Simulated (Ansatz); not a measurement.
Ansatz (a program for electronic structure) input (B3LYP/LANL2DZ): The .json file is the Basis Set Exchange's LANL2DZ.

Ansatz 0.2 input:
```yaml
crystal:
  periodic: [false, false, false]
  atoms:
    - {symbol: Br, position_ang: [-1.86093894, -1.42171346, -0.29221030]}
    - {symbol: Ge, position_ang: [-0.01211540, 0.00497748, 0.90237420]}
    - {symbol: Br, position_ang: [2.16572249, -0.90626662, -0.24099098]}
    - {symbol: Br, position_ang: [-0.29370662, 2.32342924, -0.29182656]}
basis:
  gaussian:
    orbitals: LANL2DZ.json
hamiltonian:
  xc: {name: B3LYP}
total_charge: -1
phonons: {temperatures: {t_min: 298.15, t_max: 298.15, t_step: 100}}
```

Output:

```
Functional definition: B3LYP
integrals: 0.01 GiB planned
569 factors; integrals over basis functions are off by at most 1.0e-4 eV
mean field: 0.09 GiB planned
mean field evaluation 1: about -1182.6927 eV, gradient 1.1e1 eV
mean field evaluation 2: about -1181.9975 eV, gradient 1.7e1 eV
mean field evaluation 4: about -1183.4978 eV, gradient 1.4e-1 eV
mean field evaluation 8: about -1183.4976 eV, gradient 2.1e-3 eV
mean field -1183.49760308 eV, -43.4927347097 hartree, gradient 5.9e-6 eV, S^2 0.000000; 0 other end points of the search recorded, 0 dependent functions left out
the calculation of the forces begins
reference -1183.49784722 eV, -43.4927436816 hartree; 13, 13 occupied and 19, 19 virtual orbitals, 569 factors
these checks for a lower state are left out or cut short: stability, starts, cluster_reference, orbital_swaps, neighbouring_geometries, increment
integrals: 0.01 GiB planned
569 factors; integrals over basis functions are off by at most 1.0e-4 eV
mean field: 0.09 GiB planned
mean field evaluation 16: about -1183.4976 eV, gradient 2.1e-5 eV
mean field -1183.49758959 eV, -43.4927342139 hartree, gradient 1.8e-6 eV, S^2 0.000000; 0 other end points of the search recorded, 0 dependent functions left out
the calculation of the forces begins
reference -1183.49783367 eV, -43.4927431837 hartree; 13, 13 occupied and 19, 19 virtual orbitals, 569 factors
these checks for a lower state are left out or cut short: stability, starts, cluster_reference, orbital_swaps, neighbouring_geometries, increment
integrals: 0.01 GiB planned
569 factors; integrals over basis functions are off by at most 1.0e-4 eV
mean field: 0.09 GiB planned
mean field -1183.49758961 eV, -43.4927342145 hartree, gradient 2.6e-6 eV, S^2 0.000000; 0 other end points of the search recorded, 0 dependent functions left out
the calculation of the forces begins
reference -1183.49783380 eV, -43.4927431886 hartree; 13, 13 occupied and 19, 19 virtual orbitals, 569 factors
these checks for a lower state are left out or cut short: stability, starts, cluster_reference, orbital_swaps, neighbouring_geometries, increment
integrals: 0.01 GiB planned
569 factors; integrals over basis functions are off by at most 1.0e-4 eV
mean field: 0.09 GiB planned
mean field evaluation 32: about -1183.4976 eV, gradient 1.5e-6 eV
mean field -1183.49759992 eV, -43.4927345936 hartree, gradient 1.6e-6 eV, S^2 0.000000; 0 other end points of the search recorded, 0 dependent functions left out
the calculation of the forces begins
reference -1183.49784406 eV, -43.4927435654 hartree; 13, 13 occupied and 19, 19 virtual orbitals, 569 factors
these checks for a lower state are left out or cut short: stability, starts, cluster_reference, orbital_swaps, neighbouring_geometries, increment
integrals: 0.01 GiB planned
569 factors; integrals over basis functions are off by at most 1.0e-4 eV
mean field: 0.09 GiB planned
mean field -1183.49759993 eV, -43.4927345940 hartree, gradient 1.3e-6 eV, S^2 0.000000; 0 other end points of the search recorded, 0 dependent functions left out
the calculation of the forces begins
reference -1183.49784407 eV, -43.4927435660 hartree; 13, 13 occupied and 19, 19 virtual orbitals, 569 factors
these checks for a lower state are left out or cut short: stability, starts, cluster_reference, orbital_swaps, neighbouring_geometries, increment
integrals: 0.01 GiB planned
569 factors; integrals over basis functions are off by at most 1.0e-4 eV
mean field: 0.09 GiB planned
mean field -1183.49758217 eV, -43.4927339412 hartree, gradient 5.1e-7 eV, S^2 0.000000; 0 other end points of the search recorded, 0 dependent functions left out
the calculation of the forces begins
reference -1183.49782632 eV, -43.4927429137 hartree; 13, 13 occupied and 19, 19 virtual orbitals, 569 factors
these checks for a lower state are left out or cut short: stability, starts, cluster_reference, orbital_swaps, neighbouring_geometries, increment
integrals: 0.01 GiB planned
569 factors; integrals over basis functions are off by at most 1.0e-4 eV
mean field: 0.09 GiB planned
mean field -1183.49758209 eV, -43.4927339384 hartree, gradient 5.8e-7 eV, S^2 0.000000; 0 other end points of the search recorded, 0 dependent functions left out
the calculation of the forces begins
reference -1183.49782621 eV, -43.4927429097 hartree; 13, 13 occupied and 19, 19 virtual orbitals, 569 factors
these checks for a lower state are left out or cut short: stability, starts, cluster_reference, orbital_swaps, neighbouring_geometries, increment
integrals: 0.01 GiB planned
569 factors; integrals over basis functions are off by at most 1.0e-4 eV
mean field: 0.09 GiB planned
mean field -1183.49758190 eV, -43.4927339313 hartree, gradient 8.2e-7 eV, S^2 0.000000; 0 other end points of the search recorded, 0 dependent functions left out
the calculation of the forces begins
reference -1183.49782606 eV, -43.4927429041 hartree; 13, 13 occupied and 19, 19 virtual orbitals, 569 factors
these checks for a lower state are left out or cut short: stability, starts, cluster_reference, orbital_swaps, neighbouring_geometries, increment
integrals: 0.01 GiB planned
569 factors; integrals over basis functions are off by at most 1.0e-4 eV
mean field: 0.09 GiB planned
mean field evaluation 64: about -1183.4976 eV, gradient 7.7e-7 eV
mean field -1183.49758194 eV, -43.4927339328 hartree, gradient 9.3e-7 eV, S^2 0.000000; 0 other end points of the search recorded, 0 dependent functions left out
the calculation of the forces begins
reference -1183.49782606 eV, -43.4927429039 hartree; 13, 13 occupied and 19, 19 virtual orbitals, 569 factors
these checks for a lower state are left out or cut short: stability, starts, cluster_reference, orbital_swaps, neighbouring_geometries, increment
integrals: 0.01 GiB planned
569 factors; integrals over basis functions are off by at most 1.0e-4 eV
mean field: 0.09 GiB planned
mean field -1183.49759114 eV, -43.4927342710 hartree, gradient 2.5e-6 eV, S^2 0.000000; 0 other end points of the search recorded, 0 dependent functions left out
the calculation of the forces begins
reference -1183.49783532 eV, -43.4927432443 hartree; 13, 13 occupied and 19, 19 virtual orbitals, 569 factors
these checks for a lower state are left out or cut short: stability, starts, cluster_reference, orbital_swaps, neighbouring_geometries, increment
integrals: 0.01 GiB planned
569 factors; integrals over basis functions are off by at most 1.0e-4 eV
mean field: 0.09 GiB planned
mean field -1183.49759114 eV, -43.4927342710 hartree, gradient 1.9e-6 eV, S^2 0.000000; 0 other end points of the search recorded, 0 dependent functions left out
the calculation of the forces begins
reference -1183.49783524 eV, -43.4927432415 hartree; 13, 13 occupied and 19, 19 virtual orbitals, 569 factors
these checks for a lower state are left out or cut short: stability, starts, cluster_reference, orbital_swaps, neighbouring_geometries, increment
integrals: 0.01 GiB planned
569 factors; integrals over basis functions are off by at most 1.0e-4 eV
mean field: 0.09 GiB planned
mean field -1183.49759977 eV, -43.4927345881 hartree, gradient 1.0e-6 eV, S^2 0.000000; 0 other end points of the search recorded, 0 dependent functions left out
the calculation of the forces begins
reference -1183.49784390 eV, -43.4927435595 hartree; 13, 13 occupied and 19, 19 virtual orbitals, 569 factors
these checks for a lower state are left out or cut short: stability, starts, cluster_reference, orbital_swaps, neighbouring_geometries, increment
integrals: 0.01 GiB planned
569 factors; integrals over basis functions are off by at most 1.0e-4 eV
mean field: 0.09 GiB planned
mean field -1183.49759976 eV, -43.4927345875 hartree, gradient 1.2e-6 eV, S^2 0.000000; 0 other end points of the search recorded, 0 dependent functions left out
the calculation of the forces begins
reference -1183.49784391 eV, -43.4927435600 hartree; 13, 13 occupied and 19, 19 virtual orbitals, 569 factors
these checks for a lower state are left out or cut short: stability, starts, cluster_reference, orbital_swaps, neighbouring_geometries, increment
integrals: 0.01 GiB planned
569 factors; integrals over basis functions are off by at most 1.0e-4 eV
mean field: 0.09 GiB planned
mean field -1183.49759855 eV, -43.4927345432 hartree, gradient 1.7e-6 eV, S^2 0.000000; 0 other end points of the search recorded, 0 dependent functions left out
the calculation of the forces begins
reference -1183.49784270 eV, -43.4927435157 hartree; 13, 13 occupied and 19, 19 virtual orbitals, 569 factors
these checks for a lower state are left out or cut short: stability, starts, cluster_reference, orbital_swaps, neighbouring_geometries, increment
integrals: 0.01 GiB planned
569 factors; integrals over basis functions are off by at most 1.0e-4 eV
mean field: 0.09 GiB planned
mean field evaluation 96: about -1183.4979 eV, gradient 9.5e-2 eV
mean field -1183.49759854 eV, -43.4927345427 hartree, gradient 2.0e-6 eV, S^2 0.000000; 0 other end points of the search recorded, 0 dependent functions left out
the calculation of the forces begins
reference -1183.49784266 eV, -43.4927435141 hartree; 13, 13 occupied and 19, 19 virtual orbitals, 569 factors
Total energy: -1183.49784722 eV, -43.4927436816 hartree
Atom 0 at    -1.860939    -1.421713    -0.292210 Å, force     0.000008     0.000006     0.000001 eV/Å
Atom 1 at    -0.012115     0.004977     0.902374 Å, force     0.000003     0.000002    -0.000007 eV/Å
Atom 2 at     2.165722    -0.906267    -0.240991 Å, force    -0.000011     0.000003     0.000003 eV/Å
Atom 3 at    -0.293707     2.323429    -0.291827 Å, force    -0.000000    -0.000011     0.000003 eV/Å
Dipole moment:    -0.007430     0.003054     0.553475 e Å
Vibrations: 61.36 61.37 81.64 201.94 201.94 211.42 cm⁻¹, zero-point energy 0.050813 eV
```

The blocks after the first are displaced geometries, from whose forces the wavenumbers follow.

The dipole moment of an ion depends on the origin.
